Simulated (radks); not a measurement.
Results of a calculation; reference values are marked as such.
Question: All-electron atom: the zinc ion Zn3+ in [Ne] 3s2 3p5.5 3d9.5 (fractional occupations, a model configuration). Level of theory: Dirac Kohn-Sham, PBEsol, spin-unpolarised, spherical densities, point nucleus; open shells are shared between the two j in proportion to 2j + 1 (a radial shooting solver on a logarithmic mesh with Libxc functionals).

Spin-orbit splittings of the eigenvalues, e(l+1/2) - e(l-1/2), with zeta = 2 splitting/(2l+1) and mean radii in bohr:

| shell | occ. | splitting (eV) | zeta (eV) | <r> j=l-1/2 | <r> j=l+1/2 |
|---|---|---|---|---|---|
| 2p | 6 | 23.87 | 15.91 | 0.1959 | 0.1994 |
| 3p | 5.5 | 3.117 | 2.078 | 0.6993 | 0.7096 |
| 3d | 9.5 | ? | ? | 0.8143 | 0.8191 |
| 4p | 0 | 0.2875 | 0.1917 | 2.314 | 2.337 |

Estimate the 3d splitting.

Answer: 0.3975 eV (zeta = 0.1590 eV).
